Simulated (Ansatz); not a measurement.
A nudged elastic band was laid between two geometries of BrH + Ge2H6 (10 atoms, charge 0, multiplicity 1).

Theory: Ansatz 0.2.0, RKS B3LYP-D4/def2-SVP.

```yaml
movable_images: 7
climbing_image: yes
spring: 5.0 eV/Å²
optimiser: quadratic models (default)
start_path: through a guess of the saddle point
force_threshold: 0.05 eV/Å
iteration_limit: 60
end_points: relaxed
```

Image 0:

```xyz
10
Properties=species:S:1:pos:R:3
Ge 0.293 -0.014 0.130
Ge 0.300 0.011 2.571
H -1.055 -0.489 3.127
H 1.397 -0.917 3.135
H 0.529 1.436 3.116
H 1.751 -0.029 -0.379
H -0.414 1.239 -0.420
H -0.425 -1.276 -0.387
Br -3.654 0.235 1.022
H -2.824 -0.195 2.107
```

Image 8:

```xyz
10
Properties=species:S:1:pos:R:3
Ge -0.494 0.229 -0.681
Ge -0.159 -0.299 3.440
H -0.486 -0.680 4.897
H 1.081 -1.086 2.974
H 0.135 1.210 3.355
H 0.536 0.878 0.258
H -0.225 0.600 -2.149
H -0.547 -1.294 -0.487
Br -2.590 1.085 -0.119
H -1.354 -0.643 2.535
```

Which bonds break or form, and what moves?

Bonds broken: Ge1–Ge2, Br9–H10. Bonds formed: Ge1–Br9, Ge2–H10. BrH + Ge2H6 becomes BrGeH3 + GeH4.

What energy profile does the band end with?

It converged. The highest image is number 3 of 0 to 8, 1.82 eV above the first end and 2.29 eV above the last; the last end lies 0.47 eV below the first. Neighbouring images differ by up to 1.3 eV, so the band resolves the path poorly. A vibrational analysis at the climbing image gives one clearly imaginary mode, 745i cm⁻¹: a first-order saddle point. The orbitals stay closed-shell, which can raise the energy where a bond breaks towards radicals; this wasn't checked here.

| image | path coordinate (Å) | energy (eV) | Ge1–Ge2 (Å) | Br9–H10 (Å) | Ge1–Br9 (Å) |
| --- | --- | --- | --- | --- | --- |
| 0 | 0.00 | 0.00 | 2.44 | 1.43 | 4.05 |
| 1 | 0.98 | 0.04 | 2.45 | 1.43 | 3.87 |
| 2 | 1.95 | 0.49 | 2.52 | 1.47 | 3.38 |
| 3 | 2.93 | 1.82 | 2.84 | 2.01 | 2.95 |
| 4 | 3.90 | 0.78 | 3.33 | 2.33 | 2.48 |
| 5 | 4.88 | -0.17 | 3.85 | 2.54 | 2.35 |
| 6 | 5.86 | -0.44 | 4.29 | 3.01 | 2.33 |
| 7 | 6.84 | -0.46 | 4.34 | 3.33 | 2.33 |
| 8 | 7.81 | -0.47 | 4.17 | 3.40 | 2.33 |

What is the geometry of the highest image?


```xyz
10
Properties=species:S:1:pos:R:3:forces:R:3
Ge -0.260 0.043 0.027 0.01 0.00 0.00
Ge -0.051 -0.015 2.861 -0.01 0.00 0.01
H -1.140 -0.172 3.933 0.00 0.00 0.00
H 0.943 -1.187 2.855 0.00 -0.01 0.00
H 0.666 1.342 2.942 0.01 0.01 0.00
H 1.266 0.148 0.344 0.00 0.00 0.00
H -0.700 1.356 -0.615 0.00 0.00 0.00
H -0.513 -1.294 -0.664 0.00 0.00 0.00
Br -3.094 -0.153 0.806 0.00 0.00 0.00
H -1.220 -0.068 1.532 0.00 0.00 0.01
```

The band took 23 iterations and about 27 core-minutes.

The run took 7.3 min on 4 threads of Arm Neoverse V1 (shared host), peak memory 0.43 GiB.
